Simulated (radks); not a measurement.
All-electron atom: Nb+ in [Kr] 4d4. Method: Dirac Kohn-Sham, PBEsol, spin-unpolarised, spherical densities, finite nucleus; open shells fill j = l - 1/2 first; Fermi nuclear charge, rms radius 4.324 fm; computed with a radial shooting solver on a logarithmic mesh with Libxc functionals.

Normalised radial functions P(r) = r R(r) (large component), r in bohr:

r           3p3/2    4s1/2    4d5/2
0.001859   0.0028   0.0558   0.0000
0.002441   0.0048   0.0706   0.0000
0.003229   0.0082   0.0890   0.0000
0.004273   0.0139   0.1111   0.0000
0.005608   0.0232   0.1356   0.0001
0.007421   0.0389   0.1630   0.0001
0.00974    0.0634   0.1893   0.0003
0.01289    0.1034   0.2116   0.0007
0.01692    0.1630   0.2216   0.0015
0.02238    0.2533   0.2098   0.0032
0.02961    0.3792   0.1633   0.0068
0.03887    0.5349   0.0749   0.0137
0.05143    0.7120  -0.0606   0.0269
0.06751    0.8562  -0.2146   0.0499
0.08932    0.8938  -0.3425   0.0886
0.1172     0.7217  -0.3592   0.1443
0.1551     0.2563  -0.1959   0.2169
0.2053    -0.4555   0.1362   0.2883
0.2694    -1.1674   0.4686   0.3240
0.3565    -1.5978   0.5659   0.2832
0.4679    -1.5295   0.2608   0.1399
0.6191    -1.0626  -0.3554  -0.1046
0.8126    -0.5360  -0.9000  -0.3798
1.075     -0.1788  -1.0709  -0.6128
1.423     -0.0365  -0.8219  -0.7170
1.867     -0.0044  -0.4388  -0.6807
2.471     -0.0002  -0.1542  -0.5436
3.243     0.0000  -0.0355  -0.3701
4.291     0.0000  -0.0044  -0.2027
5.632     0.0000  -0.0003  -0.0876
7.452     0.0000  0.0000  -0.0258

3p3/2: eigenvalue -347.60 eV, 1 radial node at r = 0.173 bohr, <r> = 0.449 bohr, 90 % of the charge inside 0.680 bohr. 4s1/2: eigenvalue -64.589 eV, 3 radial nodes at r = 0.0458, 0.185, 0.532 bohr, <r> = 1.16 bohr, 90 % of the charge inside 1.70 bohr. 4d5/2 (empty): eigenvalue -9.161 eV, 1 radial node at r = 0.555 bohr, <r> = 2.07 bohr, 90 % of the charge inside 3.38 bohr.
